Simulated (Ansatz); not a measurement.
## Worked example: the enthalpy of CH3Br + C2H5NO → CH5N + C2H3BrO

Species: CH3Br (bromomethane) `CBr`, singlet; C2H5NO (acetamide) `CC(N)=O`, singlet; CH5N (methylamine) `CN`, singlet; C2H3BrO (acetyl bromide) `CC(=O)Br`, singlet. The partners trade Br for NH2; both sit on C, so the bond types are kept.

Shapes, held fixed at every level: PBE0-D4/def2-TZVP. Flexible molecules stand in one conformer, not always the lowest. Programs: Ansatz 0.2.0. The zero-point and thermal terms to 298 K, harmonic and unscaled (PBE0-D4/def2-TZVP), stand in the table.

At r2SCAN-D4/def2-TZVPP; 1 Eh = 2625.50 kJ/mol:

```
species   energy (Eh)  H(298 K) − E (kJ/mol)  tabulated ΔfH (kJ/mol)
  CH3Br  -2614.039229                  108.4                   -36.4
 C2H5NO   -209.193018                  209.6                  -238.3
   CH5N    -95.835949                  180.0                   -20.9
C2H3BrO  -2727.373599                  138.2                  -190.4
```

**Question.** Work out the reaction enthalpy at 298 K from the calculation and from the table of heats.

**Answer.** 
1. Electronic: (-95.835949) + (-2727.373599) − [(-2614.039229) + (-209.193018)] = 0.022699 Eh = +59.6 kJ/mol.
2. Zero-point and thermal: (180.0) + (138.2) − [(108.4) + (209.6)] = +0.2 kJ/mol.
3. Computed ΔH = +59.8 kJ/mol.
4. From the heats of formation (Active Thermochemical Tables, CRC Handbook of Chemistry and Physics): (-20.9) + (-190.4) − [(-36.4) + (-238.3)] = +63.4 kJ/mol.
5. Computed less tabulated: -3.6 kJ/mol. Tabulated heats carry uncertainties of their own.

Relativity is left out for Br.
